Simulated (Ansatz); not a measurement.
Input file for H4I2N2Zr, SMILES `[NH2][Zr]([NH2])([I])[I]`:

```yaml
crystal:
  periodic: [false, false, false]
  atoms:
    - {symbol: N, position_ang: [1.350409, 0.920583, -0.432657]}
    - {symbol: Zr, position_ang: [-0.478222, 0.108404, -0.383733]}
    - {symbol: N, position_ang: [-0.451676, -1.140360, 1.174751]}
    - {symbol: I, position_ang: [-0.877551, -1.282722, -2.704250]}
    - {symbol: I, position_ang: [-2.307326, 2.099328, 0.028931]}
    - {symbol: H, position_ang: [1.646753, 1.601641, -1.120920]}
    - {symbol: H, position_ang: [2.114218, 0.731337, 0.200775]}
    - {symbol: H, position_ang: [-0.239761, -2.129011, 1.125149]}
    - {symbol: H, position_ang: [-0.756845, -0.909200, 2.111945]}
basis:
  gaussian: {orbitals: def2-SVP}
correlation: {method: ccsd_t}
```

```sh
$ ansatz run in.yaml --threads 4 --pin off --events-out ev --progress --plain --max-ram 11315MiB
```

Log, shortened:

```
Functional definition: HF
1492 factors; integrals over basis functions are off by at most 1.3e-3 eV
mean field evaluation 1: about -20435.4344 eV, gradient 5.0e1 eV
mean field evaluation 2: about -20435.5648 eV, gradient 5.0e1 eV
mean field evaluation 4: about -20441.2838 eV, gradient 4.1e0 eV
mean field evaluation 8: about -20441.3660 eV, gradient 1.0e-1 eV
mean field -20441.36611104 eV, -751.2063489252 hartree, gradient 2.5e-6 eV, S^2 0.000000; 0 other end points of the search recorded, 0 dependent functions left out
10 core orbitals not correlated: weight in the atoms' cores, before any rotation towards them, 1.000 or more for the frozen orbitals, at most 0.000 for the correlated occupied ones
reference -20441.36611104 eV, -751.2063489252 hartree; 30, 30 occupied and 91, 91 virtual orbitals, 1492 factors
second order -22.71398959 eV of doubles, -0.00000000 eV of singles
cycle   1  -22.58952238 eV  change    1.2e-1 eV  update   1.7e-1
cycle   2  -23.17353526 eV  change   -5.8e-1 eV  update   6.6e-2
cycle   3  -23.36726660 eV  change   -1.9e-1 eV  update   3.3e-2
cycle   4  -23.36029983 eV  change    7.0e-3 eV  update   9.8e-3
cycle   5  -23.35489780 eV  change    5.4e-3 eV  update   3.7e-3
cycle   6  -23.35535033 eV  change   -4.5e-4 eV  update   1.3e-3
cycle   7  -23.35558400 eV  change   -2.3e-4 eV  update   5.5e-4
cycle   8  -23.35559421 eV  change   -1.0e-5 eV  update   2.1e-4
cycle   9  -23.35569646 eV  change   -1.0e-4 eV  update   6.7e-5
cycle  10  -23.35568216 eV  change    1.4e-5 eV  update   3.3e-5
perturbative correction -0.83198761 eV, -0.0305749808 hartree
Total energy: -20465.55378081 eV, -752.0952293943 hartree
```

Hardware: 4 threads of an Arm Neoverse V1 on a shared host. Wall time 44 s, peak host memory 1.2 GiB.

MP2 recovers 93.9 % of the CCSD(T) correlation energy and the triples give 3.4 %; T1 = 0.0154.
